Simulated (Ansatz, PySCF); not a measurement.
This PySCF input computes a PBE0/def2-TZVPD energy:

```python
from pyscf import gto, scf, dft

mol = gto.M(
    atom='''
    B     0.00046236    0.01056595    0.81325036
    B    -0.00046236   -0.01056595   -0.81325036
    H     1.01413362    0.01099510    1.44912932
    H    -1.01248534    0.02667211    1.45007783
    H     0.00700754    0.99439047   -1.46277208
    H    -0.00865582   -1.03205767   -1.43643507
    ''',
    basis='def2-tzvpd',
    charge=0,
    spin=0,
    verbose=4,
)

mf = dft.RKS(mol, xc='pbe0').density_fit(auxbasis='def2-universal-jkfit')
mf.grids.level = 3
mf.conv_tol = 1e-9
mf.max_cycle = 100
mf.max_memory = 1500
mf.kernel()
if not mf.converged:
    mf = mf.newton()
    mf.kernel(mf.make_rdm1())
mf.analyze()
```

Question: Write an input for the same energy in Ansatz (a program for electronic structure) and say what it gives.

Answer: 
Ansatz 0.2 input:
```yaml
crystal:
  periodic: [false, false, false]
  atoms:
    - {symbol: B, position_ang: [0.00046236, 0.01056595, 0.81325036]}
    - {symbol: B, position_ang: [-0.00046236, -0.01056595, -0.81325036]}
    - {symbol: H, position_ang: [1.01413362, 0.01099510, 1.44912932]}
    - {symbol: H, position_ang: [-1.01248534, 0.02667211, 1.45007783]}
    - {symbol: H, position_ang: [0.00700754, 0.99439047, -1.46277208]}
    - {symbol: H, position_ang: [-0.00865582, -1.03205767, -1.43643507]}
basis:
  gaussian:
    orbitals: def2-TZVPD
hamiltonian:
  xc: {name: PBE0}
output: {forces: true}
```
It gives -51.96282 Eh, and PySCF -51.96285 Eh, a difference of 0.03 mEh, from the treatment of integrals and grids.
